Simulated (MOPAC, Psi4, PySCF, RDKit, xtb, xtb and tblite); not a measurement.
Two geometries of C₂H₈OSSi, SMILES CS[SiH2]CO, relaxed at GFN2-xTB with one dihedral held; other torsions can differ between them too.

Structure A

```
13

C      2.7205     0.3190     0.0063
S      1.2526    -0.2523     0.9256
Si    -0.2724    -0.0420    -0.5687
C      0.1101    -1.1189    -2.1034
O     -0.9422    -1.0351    -3.0544
H      2.9403    -0.3732    -0.8000
H      2.5445     1.3174    -0.3807
H      3.5425     0.3357     0.7137
H     -1.4726    -0.5298     0.0992
H     -0.3703     1.3594    -0.9653
H      0.9940    -0.7598    -2.6357
H      0.3006    -2.1686    -1.8400
H     -1.7417    -1.4007    -2.6647
```

Structure B

```
13

C      0.9084    -5.0442     0.8969
S      0.8645    -3.2379     0.6482
Si    -0.9398    -3.0006    -0.5106
C     -2.1512    -1.8821     0.4416
O     -3.2559    -1.7043    -0.4302
H      0.0170    -5.3656     1.4243
H      0.9882    -5.5417    -0.0637
H      1.7890    -5.2494     1.4958
H     -0.5768    -2.4040    -1.7896
H     -1.5089    -4.3358    -0.6683
H     -2.4758    -2.3357     1.3870
H     -1.6930    -0.9160     0.6875
H     -3.9034    -1.1258    -0.0127
```

Q: Which is lower in energy at the level DF-MP2 (frozen core)/cc-pVTZ // GFN2-xTB in Psi4, and by how much?

A: A is lower, by 3.30 kJ/mol (dihedral C1–S2–Si3–C4: 60° in A, 120° in B).

E(B) − E(A) in kJ/mol at the other levels, on the same two geometries: GFN2-xTB (xtb and tblite) 1.07; MMFF94 // GFN2-xTB (RDKit) 6.96; PBE/def2-TZVP // GFN2-xTB (Psi4) 5.58; PBE-D3(BJ)/def2-TZVP // GFN2-xTB (Psi4) 6.68; M06-2X/def2-TZVP // GFN2-xTB (Psi4) 2.31; HF/cc-pVTZ // GFN2-xTB (Psi4) -1.14; UFF // GFN2-xTB (RDKit) 2.78; PM6, restricted, heats of formation // GFN2-xTB (MOPAC) 5.13; PM7, restricted, heats of formation // GFN2-xTB (MOPAC) -2.47; GFN1-xTB // GFN2-xTB (xtb) 1.08; restricted B3LYP/6-31G*, spherical d, density fitting // GFN2-xTB (PySCF) 5.34; restricted BP86/6-31G*, spherical d, density fitting // GFN2-xTB (PySCF) 8.07; restricted B3LYP/6-311+G**, spherical d, density fitting // GFN2-xTB (PySCF) 0.93; restricted Hartree-Fock/3-21G // GFN2-xTB (PySCF) -8.87.
